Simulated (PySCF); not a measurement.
C5H6NPS.
Structure used (PBE0-D3(BJ)/def2-SVP), in Å, numbered top down from 1:
```xyz
14
C5H6NPS angstrom
C      2.709   -0.957   -0.236
S      1.979    0.316   -1.278
C      0.349    0.414   -0.620
N      0.047   -0.368    0.401
C     -1.159   -0.363    0.965
C     -2.231    0.435    0.581
C     -2.124    1.333   -0.479
P     -0.709    1.587   -1.441
H      2.718   -0.642    0.815
H      3.736   -1.089   -0.602
H      2.151   -1.898   -0.325
H     -1.286   -1.059    1.804
H     -3.173    0.346    1.129
H     -3.001    1.936   -0.739
```

Computed with PySCF at PBE0/pcSseg-1, non-relativistic, on one gas-phase PBE0-D3(BJ)/def2-SVP geometry that isn't relaxed in the solvent. The solvent is an IEF-PCM continuum (cavity from Bondi-type radii × 1.2). Only the electrostatic response of the medium enters.

| run | E − E(gas) (kcal/mol) | HOMO (eV) | HOMO–LUMO gap (eV) | dipole (D) |
| --- | --- | --- | --- | --- |
| gas | 0.00 | -6.34 | 4.43 | 2.07 |
| P | -1.89 | -6.35 | 4.46 | 2.43 |
| Q | -3.07 | -6.38 | 4.47 | 2.67 |

Task: The runs were made in benzene and chloroform. Which run belongs to which solvent?

Result: P = benzene, Q = chloroform. The dielectric constants are 2.271 (benzene), 4.711 (chloroform), and the energy falls further as ε rises. In this model the ground state sees the solvent through ε alone.

Task: How constant is the ratio of the lowering to (ε − 1)/(2ε + 1)?

Result: 
| solvent | (ε − 1)/(2ε + 1) | E − E(gas) (kcal/mol) | ratio (kcal/mol) | polarisation term (kcal/mol) |
| --- | --- | --- | --- | --- |
| benzene | 0.229 | -1.89 | -8.2 | -2.03 |
| chloroform | 0.356 | -3.07 | -8.6 | -3.44 |

The ratio changes by +4.5 % in size from benzene to chloroform. The polarisation term is half the interaction of the solute with the induced surface charges.

The run took 24 s of wall time on Arm Neoverse V2, one thread, on a shared host, and the process peaked at 0.95 GiB of memory. This is the whole shielding run at PBE0/pcSseg-1 in chloroform, SCF included.
